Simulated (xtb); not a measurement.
xtb input (GFN2-xTB):

```bash
xtb mol.xyz --gfn 2 --ohess tight --chrg 0 --uhf 0
```
mol.xyz:
```
2

K     -1.02544029    -0.76859837    -0.91859423
I      1.03782733     0.76971885     0.91314746
```

End of the output:

```
   ------------------------------------------------------------------------
       1    169.31    -0.72842 ( 99.25%)    -0.69507 (  0.75%)    -0.72817
   ------------------------------------------------------------------------

   temp. (K)  partition function   enthalpy   heat capacity  entropy
                                   cal/mol     cal/K/mol   cal/K/mol   J/K/mol
 298.15  VIB   1.79                  383.053      1.874      2.442
         ROT  0.367E+04              592.502      1.987     18.297
         INT  0.657E+04              975.554      3.861     20.739
         TR   0.207E+28             1481.254      4.968     41.210
         TOT                        2456.8084     8.8290    61.9491   259.1948

       T/K    H(0)-H(T)+PV         H(T)/Eh          T*S/Eh         G(T)/Eh
   ------------------------------------------------------------------------
    298.15    0.391517E-02    0.430089E-02    0.294340E-01   -0.251331E-01
   ------------------------------------------------------------------------

         :::::::::::::::::::::::::::::::::::::::::::::::::::::
         ::                  THERMODYNAMIC                  ::
         :::::::::::::::::::::::::::::::::::::::::::::::::::::
         :: total free energy          -4.109932375780 Eh   ::
         ::.................................................::
         :: total energy               -4.084799271670 Eh   ::
         :: zero point energy           0.000385716974 Eh   ::
         :: G(RRHO) w/o ZPVE           -0.025518821084 Eh   ::
Note: The following floating-point exceptions are signalling: IEEE_UNDERFLOW_FLAG IEEE_DENORMAL
normal termination of xtb
         :: G(RRHO) contrib.           -0.025133104110 Eh   ::
         :::::::::::::::::::::::::::::::::::::::::::::::::::::

optimized geometry written to: xtbopt.xyz

           -------------------------------------------------
          | TOTAL ENERGY               -4.084799271670 Eh   |
          | TOTAL ENTHALPY             -4.080498381283 Eh   |
          | TOTAL FREE ENERGY          -4.109932375780 Eh   |
          | GRADIENT NORM               0.000177217266 Eh/α |
          | HOMO-LUMO GAP               1.793919292824 eV   |
           -------------------------------------------------

------------------------------------------------------------------------
------------------------------------------------------------------------
 total:
 SCF:
 ANC optimizer:
 analytical hessian:
```
